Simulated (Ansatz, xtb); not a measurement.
## C3H10GeS: which of two isomers lies lower

Structure X: `C[C@@H]([GeH3])CS`, a singlet. Structure Y: `C[C@@H](S)[CH2][GeH3]`, a singlet. Both are isolated molecules in the gas phase, relaxed with PBE-D3(BJ)/def2-SVP; each stands in its lowest conformer found.

X (Å):

```yaml
atoms:
  - { symbol: C, position_ang: [-1.0196, -1.1893, -0.2464] }
  - { symbol: C, position_ang: [0.3605, -0.8552, 0.3273] }
  - { symbol: C, position_ang: [0.9636, 0.4330, -0.2408] }
  - { symbol: Ge, position_ang: [1.6297, -2.3637, 0.0378] }
  - { symbol: S, position_ang: [0.0203, 1.9772, 0.1271] }
  - { symbol: H, position_ang: [-1.7416, -0.3751, -0.0251] }
  - { symbol: H, position_ang: [-1.4315, -2.1228, 0.1867] }
  - { symbol: H, position_ang: [-0.9825, -1.3193, -1.3493] }
  - { symbol: H, position_ang: [0.2791, -0.7426, 1.4307] }
  - { symbol: H, position_ang: [1.0714, -3.6572, 0.6899] }
  - { symbol: H, position_ang: [3.0143, -2.0323, 0.6595] }
  - { symbol: H, position_ang: [1.8115, -2.6088, -1.4864] }
  - { symbol: H, position_ang: [1.1077, 0.3637, -1.3397] }
  - { symbol: H, position_ang: [1.9625, 0.6304, 0.1991] }
  - { symbol: H, position_ang: [-0.9847, 1.7709, -0.7683] }
```

Y (Å):

```xyz
15

C     0.5694    1.8755   -2.0558
C     0.0389    0.6134   -1.3738
C    -0.0580    0.7529    0.1489
Ge   -0.7087   -0.8678    1.0897
S     0.9965   -0.8912   -1.8740
H     1.5967    2.1087   -1.7061
H    -0.0739    2.7483   -1.8143
H     0.6019    1.7567   -3.1562
H    -0.9698    0.3769   -1.7789
H     2.1507   -0.5299   -1.2416
H     0.9360    1.0190    0.5704
H    -0.7386    1.5947    0.4023
H    -1.3557   -0.4237    2.4343
H     0.4368   -1.8596    1.4066
H    -1.7911   -1.5696    0.2275
```

Q: Estimate E(Y) − E(X) at the level CCSD(T)/def2-SVP + ΔMP2/def2-TZVPP.

A: Calculated at CCSD(T)/def2-SVP + ΔMP2/def2-TZVPP: E(Y) − E(X) = −2.1 kcal/mol, so structure Y lies lower.

Level by level:

```
                             level             geometry  E(Y) − E(X) (kcal/mol)  departure from the last row (kcal/mol)  job, with rough time for the two
                          GFN2-xTB             GFN2-xTB                      −4.5                                    −2.4              optimisation, 0.23 s
                         HF/STO-3G             GFN2-xTB                      −2.1                                     0.0              single point, 0.56 s
                r2SCAN-D4/def2-SVP             GFN2-xTB                      −1.6                                    +0.5               single point, 3.4 s
               PBE-D3(BJ)/def2-SVP  PBE-D3(BJ)/def2-SVP                      −2.4                                    −0.3                optimisation, 23 s
                       HF/def2-SVP  PBE-D3(BJ)/def2-SVP                      −2.8                                    −0.7           part of the CCSD(T) run
                      MP2/def2-SVP  PBE-D3(BJ)/def2-SVP                      −3.1                                    −1.0           part of the CCSD(T) run
                  CCSD(T)/def2-SVP  PBE-D3(BJ)/def2-SVP                      −3.0                                    −0.9                      single point
CCSD(T)/def2-SVP + ΔMP2/def2-TZVPP  PBE-D3(BJ)/def2-SVP                      −2.1                                                        single point, 49 s
```

As drawn, both hold the same kinds of bond in the same numbers.

None of the levels shown reverses the order. The largest departure from CCSD(T)/def2-SVP + ΔMP2/def2-TZVPP is that of GFN2-xTB, 2.4 kcal/mol. The last row adds to CCSD(T) the change of the MP2 difference between the two basis sets, here +0.9 kcal/mol.

With thermal terms from frequencies at re-optimised GFN2-xTB minima (ideal gas, soft modes damped towards free rotors, one conformer each, 298.15 K, 1 atm): on the last row, ΔE + ΔZPE = −1.8, ΔH = −2.0, ΔG = −1.3 kcal/mol.

The correlated steps freeze 17 core orbitals; the filled d shell of Ge is correlated, in a basis made for valence electrons. Programs: Ansatz 0.2.0, xtb 6.7.1; the last row on 2 threads of Intel(R) Xeon(R) 6975P-C (Granite Rapids) on a shared host.
